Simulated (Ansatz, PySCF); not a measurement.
Input for Ansatz (a program for electronic structure):
Ansatz 0.2 input:
```yaml
crystal:
  periodic: [false, false, false]
  atoms:
    - {symbol: O, position_ang: [0.00000000, 0.00000000, 0.00000000]}
basis:
  gaussian:
    orbitals: aug-cc-pVDZ
hamiltonian:
  xc: b3lyp
total_charge: 1
magnetization: {spin_polarized: true, initial_magnetization: 3}
accuracy: high
```

Give the equivalent PySCF input.

Several could match; the one computed here: 
```python
from pyscf import gto, scf, dft

mol = gto.M(
    atom='''
O     0.00000000    0.00000000    0.00000000
''',
    basis='aug-cc-pvdz',
    charge=1,
    spin=3,
    verbose=4,
)

mf = dft.UKS(mol)
mf.xc = 'b3lyp'
mf.grids.atom_grid = (99, 590)
mf.grids.prune = None
mf.kernel()
```

Both were run: Ansatz gave -74.557421 Eh and PySCF -74.557421 Eh, 0.000 mEh apart.
